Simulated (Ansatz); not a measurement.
A geometry relaxed with PBE0-D3(BJ)/def2-TZVP run with Ansatz (a program for electronic structure), charge 0, multiplicity 1:

```xyz
12

H      0.3597    -1.0204     2.2447
H     -2.6608     0.7464     1.6526
H     -0.8478     2.1512     0.9055
H      2.6425     0.3511    -2.4495
Si    -0.1371    -0.9745     0.8376
H      1.9795    -1.7440    -0.3339
H     -2.1836     0.9554    -0.7026
H     -0.9604    -2.2054     0.6472
Si     1.5133     0.3183    -1.4929
H      0.5971     1.4735    -1.6015
Si    -1.5670     0.8721     0.6506
C      1.2647    -0.9238    -0.3578
```

Write the SMILES of this molecule.

`[SiH2]=C[SiH2][SiH3]`
